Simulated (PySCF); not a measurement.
# Simulated absorption spectrum

Compound: C6H6O3.
Geometry (PBE0-D3(BJ)/def2-SVP, Å), atoms numbered from 1 in this order:
```xyz
15
C6H6O3 angstrom
C     -2.994   -0.251   -0.667
C     -1.714   -0.311    0.106
O     -1.585   -0.636    1.251
O     -0.678    0.082   -0.683
C      0.584    0.129   -0.213
C      1.206   -0.130    0.974
C      2.590    0.144    0.721
C      2.680    0.539   -0.577
O      1.450    0.530   -1.150
H     -3.791   -0.729   -0.086
H     -3.257    0.801   -0.856
H     -2.878   -0.741   -1.643
H      0.731   -0.469    1.887
H      3.412    0.055    1.428
H      3.501    0.846   -1.218
```

Method: PySCF 2.14.0, density-fitted response routines, TDDFT CAM-B3LYP/def2-SVPD, vertical, gas phase, core orbitals frozen in the response.

Broadening: Gaussians 0.4 eV wide at half height, area fixed by f = 4.319×10⁻⁹ ∫ε dν̃. The width is an assumption, not a result. The curve ends short of the highest state used, and states not computed would add to its high-energy end.

```json
{"λ (nm)": "170.6", "ε (L mol⁻¹ cm⁻¹)": "726"}
{"λ (nm)": "172.8", "ε (L mol⁻¹ cm⁻¹)": "757"}
{"λ (nm)": "175.1", "ε (L mol⁻¹ cm⁻¹)": "918"}
{"λ (nm)": "177.3", "ε (L mol⁻¹ cm⁻¹)": "1243"}
{"λ (nm)": "179.6", "ε (L mol⁻¹ cm⁻¹)": "1687"}
{"λ (nm)": "181.8", "ε (L mol⁻¹ cm⁻¹)": "2083"}
{"λ (nm)": "184.1", "ε (L mol⁻¹ cm⁻¹)": "2417"}
{"λ (nm)": "186.3", "ε (L mol⁻¹ cm⁻¹)": "2668"}
{"λ (nm)": "188.6", "ε (L mol⁻¹ cm⁻¹)": "2781"}
{"λ (nm)": "190.8", "ε (L mol⁻¹ cm⁻¹)": "2614"}
{"λ (nm)": "193.1", "ε (L mol⁻¹ cm⁻¹)": "2122"}
{"λ (nm)": "195.3", "ε (L mol⁻¹ cm⁻¹)": "1494"}
{"λ (nm)": "197.5", "ε (L mol⁻¹ cm⁻¹)": "911"}
{"λ (nm)": "199.8", "ε (L mol⁻¹ cm⁻¹)": "489"}
{"λ (nm)": "202.0", "ε (L mol⁻¹ cm⁻¹)": "314"}
{"λ (nm)": "204.3", "ε (L mol⁻¹ cm⁻¹)": "419"}
{"λ (nm)": "206.5", "ε (L mol⁻¹ cm⁻¹)": "935"}
{"λ (nm)": "208.8", "ε (L mol⁻¹ cm⁻¹)": "2194"}
{"λ (nm)": "211.0", "ε (L mol⁻¹ cm⁻¹)": "4392"}
{"λ (nm)": "213.3", "ε (L mol⁻¹ cm⁻¹)": "7858"}
{"λ (nm)": "215.5", "ε (L mol⁻¹ cm⁻¹)": "11986"}
{"λ (nm)": "217.8", "ε (L mol⁻¹ cm⁻¹)": "16305"}
{"λ (nm)": "220.0", "ε (L mol⁻¹ cm⁻¹)": "19389"}
{"λ (nm)": "222.2", "ε (L mol⁻¹ cm⁻¹)": "20617"}
{"λ (nm)": "224.5", "ε (L mol⁻¹ cm⁻¹)": "19638"}
{"λ (nm)": "226.7", "ε (L mol⁻¹ cm⁻¹)": "16933"}
{"λ (nm)": "229.0", "ε (L mol⁻¹ cm⁻¹)": "13120"}
{"λ (nm)": "231.2", "ε (L mol⁻¹ cm⁻¹)": "9393"}
{"λ (nm)": "233.5", "ε (L mol⁻¹ cm⁻¹)": "6061"}
{"λ (nm)": "235.7", "ε (L mol⁻¹ cm⁻¹)": "3680"}
{"λ (nm)": "238.0", "ε (L mol⁻¹ cm⁻¹)": "2019"}
{"λ (nm)": "240.2", "ε (L mol⁻¹ cm⁻¹)": "1059"}
{"λ (nm)": "242.5", "ε (L mol⁻¹ cm⁻¹)": "504"}
{"λ (nm)": "244.7", "ε (L mol⁻¹ cm⁻¹)": "232"}
{"λ (nm)": "246.9", "ε (L mol⁻¹ cm⁻¹)": "101"}
{"λ (nm)": "249.2", "ε (L mol⁻¹ cm⁻¹)": "40"}
```

(1) Where are the band maxima, and which computed states make them?

(2) On this curve, what absorbance would a 10⁻³ mol/L sample give at 193 nm over a 1 cm path?

(3) Coming from long wavelengths, where does ε first pass 100 L mol⁻¹ cm⁻¹?

Results:

(1) 222 nm (5.58 eV), ε about 21000, made up of S1 (100%); 188 nm (6.58 eV), ε about 2800, made up of S4 (80%) and S5 (20%) (ε in L mol⁻¹ cm⁻¹; maxima over ε = 5, shares over 10%). The states used: S1 5.58 eV (f 0.305); S2 5.82 eV (f 0.0013); S3 6.26 eV (f 0.0004); S4 6.52 eV (f 0.035); S5 6.82 eV (f 0.023); S6 7.11 eV (f 0.0042); S7 7.34 eV (f 0.0075); S8 7.63 eV (f 0.0003); S9 7.82 eV (f 0.077); S10 7.87 eV (f 0.0075).

(2) 193 nm is 6.424 eV, where ε is about 2100 L mol⁻¹ cm⁻¹, so A = ε c l ≈ 2.1 (Beer–Lambert, with the gas-phase spectrum and the assumed width).

(3) At about 247 nm (5.02 eV), 0.55 eV below S1.

All these states lie below the vertical ionisation energy of 8.51 eV (ΔSCF).

One conformer stands for the species.
